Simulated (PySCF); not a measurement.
An unknown is described by computed data only.

Elements present: B, C, H and S. Monoisotopic mass: 128.0831 u.

| Quantity | Value |
| --- | --- |
| 1H NMR | chemical shifts (computed TMS as zero) by class: 7.63 (1 H), 2.33 (1 H), 2.10 (1 H), 2.01 (1 H), 1.85 (1 H), 1.82 (1 H), 1.82 (3 H), 1.53 (1 H), 1.48 (1 H), 1.29 (1 H), 0.65 (1 H) ppm [GIAO PBE0/pcSseg-1] |
| Dipole | 1.77 D [CAM-B3LYP/def2-SVPD] |
| Rotational structure | rotational constants A, B, C: 3.260, 1.039, 0.934 GHz [PBE0-D3(BJ)/def2-SVP] |
| Triplet | lowest triplet excitation (Tamm–Dancoff): 5.11 eV [TDA CAM-B3LYP/def2-SVPD] |
| Polarisability | 103.6 au [CAM-B3LYP/def2-SVPD] |
| NMR, other nuclei | isotropic shieldings of nuclei other than C and H, by class: 13 (1 B), 494 (1 S) ppm [GIAO PBE0/pcSseg-1] |
| 13C NMR | chemical shifts (computed TMS as zero) by class: 44.5 (1 C), 35.7 (1 C), 35.4 (1 C), 29.3 (1 C), 26.5 (1 C), 10.2 (1 C) ppm [GIAO PBE0/pcSseg-1] |

The electronic properties come from PySCF, for the isolated species, density fitting. Levels stand in brackets. Geometry: PBE0-D3(BJ)/def2-SVP, one conformer, isolated molecule. Each NMR value is the plain mean over a class of atoms that symmetry, rotation or inversion makes alike.

Problem. Which formula fits the mass and the elements?

Solution. C6H13BS (calculated 128.0831). No other formula that holds each of these elements comes within 0.0003 u with a fitting electron parity and a possible valence count.

Problem. Give a SMILES that accounts for the data.

Solution. Numbering: `[CH3:1][S:2][C@@H:3]1[CH2:4][BH:5][CH2:6][CH2:7][CH2:8]1`. 6 carbons fall into 6 classes; from least to most shielded: ring sp3 carbon bound to sulfur [C3] (44.5 ppm), ring CH2 carbon [C8] (35.7 ppm), ring sp3 carbon bound to boron [C4] (35.4 ppm), ring sp3 carbon bound to boron [C6] (29.3 ppm), ring CH2 carbon [C7] (26.5 ppm), S-methyl carbon [C1] (10.2 ppm). Hydrogen classes from least to most shielded: 1 H on a three-coordinate boron, B5 (7.63 ppm), 1 H on an sp3 carbon bound to sulfur, C3 (2.33 ppm), 1 H on an sp3 carbon bound to boron, C4 (2.10 ppm), 1 H on an sp3 carbon bound to boron, C6 (2.01 ppm), 1 H on a ring CH2 carbon, C7 (1.85 ppm), 1 H on a ring CH2 carbon, C8 (1.82 ppm), 3 H on an S-methyl carbon, C1 (1.82 ppm), 1 H on a ring CH2 carbon, C7 (1.53 ppm), 1 H on a ring CH2 carbon, C8 (1.48 ppm), 1 H on an sp3 carbon bound to boron, C4 (1.29 ppm), 1 H on an sp3 carbon bound to boron, C6 (0.65 ppm). The other shieldings belong to: 13 ppm, three-coordinate boron [B5]; 494 ppm, sulfide sulfur [S2]. The optimised geometry has point group C1 and is an asymmetric top. Structure: `CS[C@@H]1CBCCC1`. The assignments are read from this structure; whether some other isomer fits the data as well wasn't checked. The mirror image fits equally.
